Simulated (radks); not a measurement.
The numbers below are computed, except where a source is named.
Charge is removed step by step from the 3d down level of In+, starting from [Ar] 3d(up 5, down 5) 4s2 4p6 4d10 5s2. Level of theory: scalar-relativistic Kohn-Sham, PBE, spin-polarised, spherical densities, finite nucleus; Fermi nuclear charge, rms radius 4.6156 fm (a radial shooting solver on a logarithmic mesh with Libxc functionals).

| removed (e) | E - E(0) (eV) | eigenvalue (eV) | E minus straight line (eV) |
|---|---|---|---|
| 0 | 0.000 | -440.18 | 0.000 |
| 0.1 | 44.181 | -444.11 | -1.812 |
| 0.2 | 88.757 | -448.08 | -3.229 |
| 0.3 | 133.73 | -452.08 | -4.248 |
| 0.4 | 179.11 | -456.10 | -4.866 |
| 0.5 | 224.88 | -460.16 | -5.081 |
| 0.6 | 271.07 | -464.24 | -4.888 |
| 0.7 | 317.66 | -468.35 | -4.287 |
| 0.8 | 364.67 | -472.48 | -3.274 |
| 0.9 | 412.09 | -476.65 | -1.845 |
| 1 | 459.93 | -480.84 | 0.000 |

Removing the whole electron costs 459.93 eV by Delta-SCF, against 440.18 eV from minus the eigenvalue at the starting occupation. Slater's transition state (half an electron removed) gives 460.16 eV. Integrating minus the eigenvalue over the occupation (Janak's theorem) gives 460.27 eV. In this scalar-relativistic scheme the density is built from large components alone, so the theorem holds only approximately. The mean slope of the eigenvalue, de/dn, is 40.7 eV per electron.
